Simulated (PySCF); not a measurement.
Mn²⁺ (manganese, charge +2): LDA calculation

Configuration: [Ar] 3d5, high-spin 6S determinant. All numbers are calculated (PySCF 2.14, the non-relativistic Hamiltonian (point nucleus), in aug-cc-pVQZ (9s8p6d4f3g2h, 140 functions)).

* Total energy: -1147.759 hartree
* One-electron energy: -1568.576 hartree
* Hartree (Coulomb) energy: 470.080 hartree
* Exchange-correlation energy: -49.263 hartree
* Kinetic energy: 1147.39151 hartree
* ⟨S²⟩: 8.7504
* ⟨L²⟩: 0.000
* Sum of ⟨r⟩: 14.99 bohr
* Sum of ⟨r²⟩: 16.35 bohr²
* Density at the nucleus (Gaussians lack the cusp): 10500 bohr⁻³
* Spin density at the nucleus: -0.364 bohr⁻³
* Langevin diamagnetic susceptibility: -12.9 ×10⁻⁶ cm³/mol

```json
{"shell": "1s α", "electrons": "1", "mean orbital energy (hartree)": "-234.33703", "rms radius, mean of both spins (bohr)": "0.0713"}
{"shell": "1s β", "electrons": "1", "mean orbital energy (hartree)": "-234.33560", "rms radius, mean of both spins (bohr)": "0.0713"}
{"shell": "2s α", "electrons": "1", "mean orbital energy (hartree)": "-27.52377", "rms radius, mean of both spins (bohr)": "0.307"}
{"shell": "2s β", "electrons": "1", "mean orbital energy (hartree)": "-27.43697", "rms radius, mean of both spins (bohr)": "0.307"}
{"shell": "2p α", "electrons": "3", "mean orbital energy (hartree)": "-23.71855", "rms radius, mean of both spins (bohr)": "0.275"}
{"shell": "2p β", "electrons": "3", "mean orbital energy (hartree)": "-23.65175", "rms radius, mean of both spins (bohr)": "0.275"}
{"shell": "3s α", "electrons": "1", "mean orbital energy (hartree)": "-3.79053", "rms radius, mean of both spins (bohr)": "0.928"}
{"shell": "3s β", "electrons": "1", "mean orbital energy (hartree)": "-3.60245", "rms radius, mean of both spins (bohr)": "0.928"}
{"shell": "3p α", "electrons": "3", "mean orbital energy (hartree)": "-2.70423", "rms radius, mean of both spins (bohr)": "0.989"}
{"shell": "3p β", "electrons": "3", "mean orbital energy (hartree)": "-2.51993", "rms radius, mean of both spins (bohr)": "0.989"}
{"shell": "3d α", "electrons": "5", "mean orbital energy (hartree)": "-0.96477", "rms radius, mean of both spins (bohr)": "1.27"}
```
